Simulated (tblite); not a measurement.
Species: C₇H₄FO (doublet state).
Cartesian coordinates in Å at the GFN2-xTB level; atoms count from 1:
```xyz
13
C7H4FO angstrom
O      2.876   -1.594   -0.476
C      2.348   -0.540   -0.244
C      0.893   -0.329   -0.117
C     -0.040   -1.324   -0.257
C     -1.389   -1.183   -0.151
C     -1.868    0.098    0.127
C     -0.991    1.158    0.283
C      0.369    0.946    0.162
F      1.208    1.985    0.315
H      2.938    0.384   -0.103
H     -2.067   -2.012   -0.274
H     -2.932    0.261    0.220
H     -1.350    2.152    0.498
```

Computed with GFN2-xTB (tblite): harmonic, unscaled wavenumbers at the GFN2-xTB geometry, gas phase. Errors from tens to a few hundred cm⁻¹ against measured bands are possible. One conformer, not necessarily the lowest. Open shells enter through the occupations alone, without spin polarisation, and single modes of such species can be off by tens of per cent.

Problem. How many normal modes are there?

Solution. 13 atoms, non-linear: 3N − 6 = 33.

Problem. What is the point group of the computed structure, and how do the modes divide by symmetry?

Solution. Cs. The vibrations span 23 a′ + 10 a″.

Problem. How many distinct wavenumbers does the calculation give?

Solution. 33: Cs has no degenerate species.

Problem. How many fundamentals are allowed in the infrared by symmetry?

Solution. 33 of 33: in Cs every mode is allowed. All fundamentals are allowed in the Raman spectrum.

Problem. Zero-point energy?

Solution. ½Σν̃ = 18671 cm⁻¹ = 223.4 kJ/mol (33 modes); those above 1550 cm⁻¹ give 92.3 kJ/mol of it.

Problem. How far is the lowest real mode excited at 298.15 K, as a harmonic oscillator?

Solution. 86.7 cm⁻¹ is a vibrational temperature θ of 125 K. The population of v = 1 over v = 0 is exp(−θ/T) = 0.66, and the mean quantum number is 1.9.

Time: 0.36 s. Hardware: one thread, Arm Neoverse V1 (aarch64), on a shared host. The figure is for the frequency step alone.
